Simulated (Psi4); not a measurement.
H4AlFO2SSi (SMILES [OH][Al]([OH])[S][SiH2]F), singlet, at a GFN2-xTB geometry (such geometries of metal compounds can be far from the true shape).

Here is a job for Psi4.
```
memory 2 GB

molecule {
0 1
  Si   -1.71571608   -0.87045772    0.31902771
  F    -1.56694497   -1.43722933   -1.17784573
  S    -0.73822654    1.02086306    0.52056645
  Al    1.32675186    0.48081556   -0.01554044
  O     2.40460638    1.69014903   -0.27241282
  O     1.60967936   -1.13783867   -0.10180998
  H    -1.17208276   -1.91506630    1.16417303
  H    -3.11893049   -0.55268156    0.47780506
  H     2.80226594    2.54019578   -0.38050479
  H     2.06084136   -1.95386984   -0.26050504
}

set basis def2-sv(p)

energy('pbe')
print_variables()
```

### Question
What does this run give for the total energy, number of basis functions?

### Answer

```json
{
 "total_energy": "-1181.8084 Eh",
 "number_of_basis_functions": "104"
}
```
